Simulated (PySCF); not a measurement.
# Electron correlation in N²⁺ (nitrogen, charge +2)

[He] 2s2 3d1, 2D determinant (an excited configuration). Computed with PySCF 2.14 in aug-cc-pVDZ-DK (4s3p2d, 23 functions), with scalar relativity by spin-free X2C-1e. Frozen: 1s2; 3 electrons correlated.

MP2 pair energies summed by pair of shells (mhartree):

```json
{"pair": "2s-2s", "energy": "-45.74", "share (%)": "56.7"}
{"pair": "2s-3d", "energy": "-34.94", "share (%)": "43.3"}
```

Total MP2 correlation energy: -80.68 mhartree.

Same-spin part -2.19 and opposite-spin part -78.49 mhartree; SCS-MP2 scales them by 1/3 and 6/5 to -94.91 mhartree.
